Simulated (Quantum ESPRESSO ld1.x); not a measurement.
The numbers below are computed, except where a source is named.
Os3+, configuration [Kr] 4d10 4f14 5s2 5p5.5 5d5 5f0.5 (fractional occupations, a model configuration). Code: ld1.x of Quantum ESPRESSO 7.5. Model: Dirac Kohn-Sham, Slater X-alpha with alpha = 1, spin-unpolarised, spherical densities, point nucleus; open shells fill j = l - 1/2 first.

Unscreened Slater integrals over Kohn-Sham orbitals (hartree). Large and small components are both included. Empty in this configuration: 5f7/2.

| integral | value |
|---|---|
| F0(5f5/2,5f5/2) | 0.25099 |
| F2(5f5/2,5f5/2) | 0.12838 |
| F4(5f5/2,5f5/2) | 0.082970 |
| F0(5f5/2,5d5/2) | 0.31974 |
| F2(5f5/2,5d5/2) | 0.10240 |
| F4(5f5/2,5d5/2) | 0.054310 |
| G1(5f5/2,5d5/2) | 0.087334 |
| G3(5f5/2,5d5/2) | 0.052324 |
| G5(5f5/2,5d5/2) | 0.036606 |
| F0(5f5/2,5d3/2) | 0.32055 |
| F2(5f5/2,5d3/2) | 0.099730 |
| G1(5f5/2,5d3/2) | 0.082605 |
| G3(5f5/2,5d3/2) | 0.049535 |
| F0(5f5/2,5p3/2) | 0.32661 |
| F2(5f5/2,5p3/2) | 0.074878 |
| G2(5f5/2,5p3/2) | 0.031221 |
| G4(5f5/2,5p3/2) | 0.020955 |
| F0(5f5/2,5f7/2) | 0.25027 |
| F2(5f5/2,5f7/2) | 0.12812 |
| F4(5f5/2,5f7/2) | 0.082837 |
| G2(5f5/2,5f7/2) | 0.12811 |
| G4(5f5/2,5f7/2) | 0.082829 |
| G6(5f5/2,5f7/2) | 0.060352 |
| F0(5d5/2,5d5/2) | 0.59691 |
| F2(5d5/2,5d5/2) | 0.31519 |
| F4(5d5/2,5d5/2) | 0.21055 |
| F0(5d5/2,5d3/2) | 0.60441 |
| F2(5d5/2,5d3/2) | 0.31887 |
| G2(5d5/2,5d3/2) | 0.31852 |
| G4(5d5/2,5d3/2) | 0.21281 |
| F0(5d5/2,5p3/2) | 0.66792 |
| F2(5d5/2,5p3/2) | 0.33822 |
| G1(5d5/2,5p3/2) | 0.41167 |
| G3(5d5/2,5p3/2) | 0.25604 |
| F0(5d5/2,5f7/2) | 0.31786 |
| F2(5d5/2,5f7/2) | 0.10089 |
| F4(5d5/2,5f7/2) | 0.053255 |
| G1(5d5/2,5f7/2) | 0.084996 |
| G3(5d5/2,5f7/2) | 0.050972 |
| G5(5d5/2,5f7/2) | 0.035679 |
| F0(5d3/2,5d3/2) | 0.61227 |
| F2(5d3/2,5d3/2) | 0.32311 |
| F0(5d3/2,5p3/2) | 0.67918 |
| F2(5d3/2,5p3/2) | 0.34757 |
| G1(5d3/2,5p3/2) | 0.42886 |
| G3(5d3/2,5p3/2) | 0.26670 |
| F0(5d3/2,5f7/2) | 0.31865 |
| F2(5d3/2,5f7/2) | 0.098225 |
| G3(5d3/2,5f7/2) | 0.048184 |
| G5(5d3/2,5f7/2) | 0.033749 |
| F0(5p3/2,5p3/2) | 0.77903 |
| F2(5p3/2,5p3/2) | 0.42129 |
| F0(5p3/2,5f7/2) | 0.32453 |
| F2(5p3/2,5f7/2) | 0.073475 |
| G2(5p3/2,5f7/2) | 0.029923 |
| G4(5p3/2,5f7/2) | 0.020114 |
| F0(5f7/2,5f7/2) | 0.24956 |
| F2(5f7/2,5f7/2) | 0.12788 |
| F4(5f7/2,5f7/2) | 0.082712 |
| F6(5f7/2,5f7/2) | 0.060278 |
